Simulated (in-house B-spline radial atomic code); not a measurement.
## BHandHLYP excitations of the caesium ion Cs⁺

Method: BHandHLYP. Computed with an all-electron radial atomic-structure program (B-spline basis): linear response of the closed shell [Kr] 4d10 5s2 5p6 with the functional's adiabatic kernel; scalar-relativistic (spin-free one-electron X2C), finite nucleus, no spin-orbit coupling, no double excitations, S, P, D and F terms only; shells from n = 3 respond. Only terms of natural parity with L up to 3 were computed.

Spin-orbit coupling is strong here, so these LS terms don't match observed levels.

Command:
```bash
python run_td.py task.json out
```
Settings (radii: box in bohr, nucleus in fm):
```
Z                        55
electrons                54
configuration            [Kr] 4d10 5s2 5p6
hamiltonian              x2c
method                   bhandhlyp
box_radius               41.61
rms_radius               4.8041
intervals                74
```

Run time, properties included: 6.2 s on 1 thread of Arm Neoverse N1 (shared host).

The lowest states, in the order of their Tamm-Dancoff energies; the method's threshold (minus the highest occupied level) is 21.402 eV. Labels give the largest channel, * marks a mixed state, and oscillator strengths are full-response dipole values. Semilocal kernels can invert the small singlet-triplet splittings of Rydberg terms. Energies in eV:

```json
{"state": "5p → 6s 3P*", "full response": "13.398", "Tamm-Dancoff": "13.417", "oscillator strength": "-"}
{"state": "5p → 6s 1P", "full response": "13.785", "Tamm-Dancoff": "13.797", "oscillator strength": "0.469"}
{"state": "5p → 5d 3P*", "full response": "?", "Tamm-Dancoff": "?", "oscillator strength": "-"}
{"state": "5p → 5d 3F", "full response": "13.908", "Tamm-Dancoff": "14.008", "oscillator strength": "-"}
{"state": "5p → 5d 1F", "full response": "14.828", "Tamm-Dancoff": "14.840", "oscillator strength": "-"}
{"state": "5p → 6p 3S", "full response": "?", "Tamm-Dancoff": "?", "oscillator strength": "-"}
{"state": "5p → 6p 3D", "full response": "15.908", "Tamm-Dancoff": "15.917", "oscillator strength": "-"}
{"state": "5p → 6p 1D", "full response": "16.012", "Tamm-Dancoff": "16.015", "oscillator strength": "-"}
{"state": "5p → 6p 1S", "full response": "16.635", "Tamm-Dancoff": "16.706", "oscillator strength": "-"}
{"state": "5p → 5d 1P", "full response": "16.634", "Tamm-Dancoff": "16.877", "oscillator strength": "2.69"}
```

(1) Where does 5p → 6p 3S lie?

(2) Where does 5p → 5d 3P lie?

(3) How large is the singlet-triplet splitting of 5p → 6s (P terms) in Tamm-Dancoff?

(4) What polarisabilities and dispersion coefficient does the method give?

Results:

(1) At 15.672 eV in full response, 15.683 eV in Tamm-Dancoff.

(2) At 13.862 eV in full response, 13.892 eV in Tamm-Dancoff.

(3) 0.38 eV, from the unrounded values.

(4) Dipole 15.88 bohr³, quadrupole 87.92 bohr⁵, C6 137.7 hartree·bohr⁶ for two such species.
